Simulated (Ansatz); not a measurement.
Task: Name a neutral molecule of Al, C, O and H with HOMO–LUMO gap (PBE/def2-TZVPP) between 4.95 and 5.25 eV and HOMO–LUMO gap (B3LYP/def2-TZVPP) between 6.80 and 7.10 eV (Ansatz, PBE0-D4/def2-TZVP geometry).

Result: `C[CH2][Al]([CH3])[OH]` (5.24 eV, 6.86 eV). Other molecules can fit too; these were computed, each in one conformer that needn't be the lowest.

B3LYP here is the variant with VWN-RPA as its local correlation; programs differ in this.
